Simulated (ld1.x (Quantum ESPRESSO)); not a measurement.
**u(r) = r·R(r): atom against pseudo-atom (erbium)**

Columns: radius, all-electron u(r) and pseudo u(r) of the 6p shell (level -3.17 eV) of erbium in the configuration [Kr] 4d10 4f12 5s2 5p6 5d0 6s1.5 6p0; Wu–Cohen, scalar-relativistic, PAW scheme, ld1.x (Quantum ESPRESSO) 7.5.

```csv
r (bohr),all-electron,pseudo
0.176,-0.0763,-0.0348
0.352,0.0962,-0.1286
0.528,0.0793,-0.2529
0.704,-0.0517,-0.3709
0.880,-0.1572,-0.4489
1.056,-0.2037,-0.4665
1.232,-0.1997,-0.4216
1.408,-0.1617,-0.3283
1.584,-0.1039,-0.2102
1.760,-0.0366,-0.0910
1.936,0.0333,0.0132
2.112,0.1017,0.0975
2.288,0.1659,0.1657
2.464,0.2247,0.2247
2.640,0.2774,0.2774
2.816,0.3240,0.3240
2.992,0.3646,0.3646
3.168,0.3992,0.3992
3.344,0.4281,0.4281
3.520,0.4515,0.4515
3.696,0.4696,0.4696
3.872,0.4827,0.4827
4.048,0.4910,0.4910
4.224,0.4951,0.4951
4.400,0.4952,0.4952
4.576,0.4918,0.4918
```

(1) How many radial nodes do the two functions have?

(2) At about which radius was the pseudo-wave matched?

(3) Is the pseudo-wave norm-conserving?

Results:

(1) The all-electron 6p function has n − l − 1 = 4 (the table is too coarse to show those close to the nucleus); the pseudo-wave has 1, since 1 lower shell of the same l stays in the valence.

(2) 2.45 bohr, where the columns begin to agree (steps of 0.18 bohr).

(3) No, it belongs to a PAW set: the norm inside the radius is not constrained, and the difference is carried by the augmentation charge.
